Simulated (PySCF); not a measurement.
Bonding in `O=C([O-])OC(F)F`

C2HF2O3 (charge -1).
Atom-mapped SMILES: `[O:1]=[C:2]([O-:3])[O:4][CH:5]([F:6])[F:7]` (hydrogens: H8 on C5)

Structure used (GFN2-xTB), in Å, numbered top down from 1:
```
atom  x, y, z in Å
O1     0.9501    0.9952    1.1844
C2     1.4522    0.1729    0.4790
O3     2.5065   -0.3121    0.2264
O4     0.3044   -0.5573   -0.4896
C5    -0.8990   -0.1409   -0.3376
F6    -1.7973   -1.1524    0.0038
F7    -1.4709    0.3464   -1.5128
H8    -1.0369    0.6573    0.4219
```

Bond orders from the PBE0/pcSseg-1 density (PySCF). Geometry: GFN2-xTB, one conformer, isolated ion. The pcSseg-1 basis has no diffuse functions, a weakness for an anion.

(1) How far do the computed orders between heavy atoms stray from the drawn ones?

(2) Set the Mayer orders of the bonds between heavy atoms beside their lengths.

Answers

(1) The largest departure is 0.932, at C2–O3 (drawn single, 1.932). Drawn single, order above 1.12: C2–O3 (1.932) and O4–C5 (1.310). Drawn single, order below 0.88: C2–O4 (0.535). The SMILES, with its formal charges, is one Lewis structure only.

(2) 
```csv
bond,drawn as,length (Å),Mayer order
O1–C2,double,1.194,1.832
C2–O3,single,1.188,1.932
C2–O4,single,1.670,0.535
O4–C5,single,1.282,1.310
C5–F6,single,1.395,0.893
C5–F7,single,1.395,0.893
```

Bonds between the same two heavy elements. C–O: lowest C2–O4 (0.535, 1.670 Å), highest C2–O3 (1.932, 1.188 Å). C–F: all 2 within 0.02 of one another (0.893 to 0.893).

Q: And the bonds to hydrogen?

A: C–H: 0.94 (1 bond).

Q: Sum the orders of all bonds at each heavy atom with more than one neighbour and set the sums beside the valence in the SMILES.

A: C2 4.299 (drawn 4), O4 1.845 (drawn 2), C5 4.039 (drawn 4). Orders between atoms that aren't bonded are not in these sums.

The Mayer order sums products of elements of PS (density times overlap matrix) between the two atoms' basis functions, so it depends on the basis set.
